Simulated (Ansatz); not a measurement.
Start from `[NH2][AlH][N]([SiH3])[SiH3]` and change one atom or group to get `[SiH3][N]([SiH3])[GaH2]`.

Ansatz, PBE0-D4/def2-TZVP geometries, multiplicity 1. Each molecule was computed in one conformer, which needn't be the lowest.

Scalar relativity is left out up to krypton.

| property | `[NH2][AlH][N]([SiH3])[SiH3]` |
| --- | --- |
| HOMO energy (PBE/def2-TZVPP) / eV | -6.09 |
| HOMO energy (B3LYP/def2-TZVPP) / eV | -7.17 |
| size of the dipole moment (PBE/def2-TZVPP) / D | 1.52 |
| size of the dipole moment (B3LYP/def2-TZVPP) / D | 1.45 |
| HOMO–LUMO gap (PBE0/def2-TZVPP) / eV | 7.21 |
| LUMO energy (PBE0/def2-TZVPP) / eV | -0.22 |

(1) Give the same properties after the change, and the shifts. (Estimate.)

Answers

(1) The calculation gave: 
| property | `[SiH3][N]([SiH3])[GaH2]` | shift |
| --- | --- | --- |
| HOMO energy (PBE/def2-TZVPP) / eV | -6.55 | -0.46 |
| HOMO energy (B3LYP/def2-TZVPP) / eV | -7.55 | -0.38 |
| size of the dipole moment (PBE/def2-TZVPP) / D | 0.75 | -0.77 |
| size of the dipole moment (B3LYP/def2-TZVPP) / D | 0.82 | -0.63 |
| HOMO–LUMO gap (PBE0/def2-TZVPP) / eV | 6.38 | -0.83 |
| LUMO energy (PBE0/def2-TZVPP) / eV | -1.38 | -1.16 |

With PBE0 the HOMO falls by 0.34 eV and the LUMO falls by 1.16 eV, so the gap narrows by about 0.82 eV. PBE moves the HOMO by -0.46 eV and ωB97M-V by -0.27 eV. Dipoles are sizes alone; their direction can turn.

B3LYP here is the variant with VWN-RPA as its local correlation; programs differ in this.
